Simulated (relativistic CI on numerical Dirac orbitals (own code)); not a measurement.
Ligand-field terms of d6

Computed with a parametric ligand-field model of a d^n configuration (Racah B and C, spin-orbit zeta, crystal field), exact diagonalisation.

Field parameters in Wybourne normalisation: Td as Oh with Dq negative (B⁴₀ = 21Dq, B⁴₄ = √(5/14) B⁴₀). The field is a parameter set, without covalency.

Question: Ground term and bands for B = 760, C = 2750, ζ = 0 cm⁻¹, Td, 10Dq = -7600 cm⁻¹?

Answer: Ground term 5E with 3.00 electrons in the two orbitals of the cubic e set. Spin-allowed: 5T2 7600 cm⁻¹ (1316 nm). Lowest spin-forbidden: 3T1 8840 cm⁻¹ (1131 nm), 3E 14653 cm⁻¹ (682 nm), 3T1 15410 cm⁻¹ (649 nm).

Question: Ground term and bands for B = 760, C = 2750, ζ = 0 cm⁻¹, Td, 10Dq = -8970 cm⁻¹?

Answer: Ground term 5E with 3.00 electrons in the two orbitals of the cubic e set. Spin-allowed: 5T2 8970 cm⁻¹ (1115 nm). Lowest spin-forbidden: 3T1 7607 cm⁻¹ (1315 nm), 3E 14689 cm⁻¹ (681 nm), 1T2 15138 cm⁻¹ (661 nm).

Question: Ground term and bands for B = 760, C = 2750, ζ = 0 cm⁻¹, Td, 10Dq = -6920 cm⁻¹?

Answer: Ground term 5E with 3.00 electrons in the two orbitals of the cubic e set. Spin-allowed: 5T2 6920 cm⁻¹ (1445 nm). Lowest spin-forbidden: 3T1 9442 cm⁻¹ (1059 nm), 3E 14631 cm⁻¹ (683 nm), 3T1 15402 cm⁻¹ (649 nm).

Question: Ground term and bands for B = 760, C = 2750, ζ = 0 cm⁻¹, Td, 10Dq = -5550 cm⁻¹?

Answer: Ground term 5E with 3.00 electrons in the two orbitals of the cubic e set. Spin-allowed: 5T2 5550 cm⁻¹ (1802 nm). Lowest spin-forbidden: 3T1 10629 cm⁻¹ (941 nm), 3E 14579 cm⁻¹ (686 nm), 3T1 15383 cm⁻¹ (650 nm).

Question: Ground term and bands for B = 760, C = 2750, ζ = 0 cm⁻¹, Td, 10Dq = -9650 cm⁻¹?

Answer: Ground term 5E with 3.00 electrons in the two orbitals of the cubic e set. Spin-allowed: 5T2 9650 cm⁻¹ (1036 nm). Lowest spin-forbidden: 3T1 6987 cm⁻¹ (1431 nm), 1T2 14563 cm⁻¹ (687 nm), 3E 14704 cm⁻¹ (680 nm).
